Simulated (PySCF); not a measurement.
# Bond length, frequency and bond energy of CsPb⁺ by level of theory

State: ³Π (triplet), unpaired electrons σ ↑, π ↑. Set-up: PySCF, scalar-relativistic core potentials, basis sets Cs def2-SVPD with ECP46, Pb def2-SVPD with ECP60. De refers to Cs⁺ + Pb in their high-spin ground configurations, without counterpoise correction. The functionals are run spin-unrestricted. A positive dipole points towards Pb; it is taken about the centre of mass and depends on that origin.

| Level | Re (Å) | ωe (cm⁻¹) | De (eV) | μ (D) | CPU s a point (SCF and correlation, without the integrals) |
| --- | --- | --- | --- | --- | --- |
| UHF | 4.594 | 29.8 | n/a | -11.09 | 0.23 |
| UHF-MP2 | 4.434 | 33.5 | n/a | n/a | 0.51 |
| UHF-SCS-MP2 | 4.456 | 33.0 | n/a | n/a | n/a |
| PBE | 4.330 | 35.1 | n/a | -9.50 | 0.81 |
| BP86 | 4.359 | 34.3 | n/a | -9.69 | 0.52 |
| TPSS | 4.364 | 34.6 | n/a | -9.75 | 1.1 |
| r²SCAN | 4.357 | 34.6 | n/a | -9.98 | 1.1 |
| PBE0 | 4.322 | 35.3 | n/a | -9.78 | 1.5 |
| MN15 | 4.201 | 37.6 | n/a | -9.70 | 1.2 |

Task: What does a quarter of exact exchange do here, going from PBE to PBE0?

Result: PBE0 less PBE: -0.8 pm in Re, +0.6 % in ωe. Exact exchange removes part of the self-interaction that spreads semilocal densities, and in most molecules shortens and stiffens the bond and lowers De; so it does here.

Task: What does the step from GGA to meta-GGA do here, going from PBE to r²SCAN?

Result: r²SCAN less PBE: +2.7 pm in Re, -1.4 % in ωe. 

Task: What does second-order correlation do here, going from UHF to UHF-MP2?

Result: UHF-MP2 less UHF: -16.0 pm in Re, +12.4 % in ωe. Correlation nearly always deepens the well. The bond shortens, as in weak, metallic or heavy-atom bonds, where dispersion and the correlation of outer-core electrons pull the atoms together.

Correlated steps freeze 4 core orbitals. These are scalar-relativistic numbers at best; spin–orbit coupling would shift them, the dissociation energy most. The state is the lowest determinant that a PBE0 search found; another state may lie lower at other levels.

The whole job (state search and all levels along the bond) took about 2.9 min on 1 thread of Arm Neoverse N1 (shared host), peak memory 0.81 GiB.
